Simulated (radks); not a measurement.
The caesium ion Cs+ inside a hard spherical wall (all orbitals vanish at R), configuration held at [Xe] and not refilled when levels cross. Method: scalar-relativistic Kohn-Sham, PBE, spin-polarised, spherical densities, finite nucleus; Fermi nuclear charge, rms radius 4.8041 fm; computed with a radial shooting solver on a logarithmic mesh with Libxc functionals. Eigenvalues in eV for spin up, with the zero of energy where the potential of the charges vanishes at infinity; a dash marks a level that is unbound or too diffuse for the functional's potential to be trusted. A positive occupied level is held by the wall or, in an anion where self-interaction has pushed it up, behind a barrier. The pressure on the wall is -dE/dV.

R (bohr),E (hartree),kinetic (hartree),e(4p),e(4d),e(5s),e(5p),"e(6s, empty)","e(5d, empty)",pressure (GPa)
free,-7786.4924,8203.316,-166.06,-79.489,-31.936,-18.671,-,-,0
15,-7786.4924,8203.316,-166.06,-79.489,-31.936,-18.671,-,-4.396,< 0.0001
12,-7786.4924,8203.316,-166.06,-79.489,-31.936,-18.671,-5.628,-4.391,< 0.0001
5,-7786.4605,8203.600,-165.23,-78.674,-31.303,-17.998,1.115,-1.779,5.94
3.5,-7785.8656,8207.099,-158.70,-72.318,-26.222,-11.963,27.595,9.085,240
2,-7770.9017,8264.688,-113.10,-28.238,36.066,62.725,244.97,108.36,22300
1.5,-7727.1438,8408.351,-49.443,38.904,183.17,225.58,613.04,289.31,182000
